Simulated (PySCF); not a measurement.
# One molecule, several mistakes: B2Cl2H2

All numbers below are calculated, not measured. The program is PySCF 2.14.0, an open-source quantum chemistry code, run on an isolated molecule that a program drew, which may never have been made. The molecule is B2Cl2H2 (charge 0, singlet), drawn as the SMILES string `BB(Cl)Cl`.

Each row is a Hartree-Fock (HF) and frozen-core CCSD(T) single point in the cc-pV(D+d)Z basis, meant for a local HF minimum. Run 1 is clean. Each other run has one planted mistake out of seven kinds, and not every kind appears here: one electron removed, one electron added, multiplicity raised by two, geometry at a saddle point, minimal basis STO-3G, one bond length entered in bohr, all coordinates scaled. The reference is restricted for singlets and unrestricted otherwise, and also for a bond in bohr. Adding or removing an electron swaps singlet and doublet. Electrons count all cores. HOMO and LUMO are orbital energies over both spins, the gradient is its largest component, and the lowest frequency (negative if imaginary) is given only where the gradient is small. Bond lengths are over the 5 bonds as drawn. T1 is the CCSD diagnostic: over 0.02 (restricted) or 0.045 (unrestricted) a single reference is doubtful.

Geometry of the clean run:
```xyz
6
B2Cl2H2, angstrom
B    -1.3093    1.2729   -2.9675
B    -0.9095    0.2861   -1.6484
Cl   -1.2367   -1.4470   -1.6864
Cl   -0.1566    0.9713   -0.2075
H    -0.5219    1.4659   -3.8508
H    -2.3860    1.7953   -3.0394
```

| run | electrons | basis functions | <S^2> | HOMO (eV) | LUMO (eV) | gradient (hartree/bohr) | lowest frequency (cm^-1) | mean bond (Å) | longest bond (Å) | T1 | HF (hartree) | CCSD(T) (hartree) | mistake |
|---|---|---|---|---|---|---|---|---|---|---|---|---|---|
| 1 | 46 | 84 | 0.000 | -11.67 | 1.52 | 3.3e-05 | 173 | 1.5243 | 1.764 | 0.0129 | -969.59987 | -970.09400 | no fault |
| 2 | 47 | 84 | 0.760 | -0.44 | 7.72 | 4.2e-02 | - | 1.5243 | 1.764 | 0.0121 | -969.57804 | -970.08889 | one electron added |
| 3 | 46 | 84 | 0.000 | -11.77 | 1.16 | 4.6e-02 | - | 1.6233 | 1.879 | 0.0142 | -969.57948 | -970.07631 | ? |
| 4 | 46 | 84 | 2.015 | -7.70 | -2.11 | 6.4e-02 | - | 1.5243 | 1.764 | 0.0213 | -969.44250 | -969.94141 | ? |

**Which mistake was planted in run 3, and what did it cost?**

The mean and the longest bond both change by the same factor, 1.065, and the gradient is no longer small. So the mistake is: all coordinates scaled. Subtracting run 1 and multiplying by 627.51 kcal/mol a hartree, the energy moved by 12.8 kcal/mol in HF and 11.1 kcal/mol in CCSD(T).

**Which mistake was planted in run 4, and what did it cost?**

Electrons, basis and geometry are unchanged, and <S^2> is 2.015, beside S(S+1) = 2.00 for a multiplicity of 3. So the mistake is: multiplicity raised by two. Subtracting run 1 and multiplying by 627.51 kcal/mol a hartree, the energy moved by 98.8 kcal/mol in HF and 95.8 kcal/mol in CCSD(T).

Cautions from the logs. Run 2: the added electron raises the CCSD(T) energy, so it isn't bound in this basis.
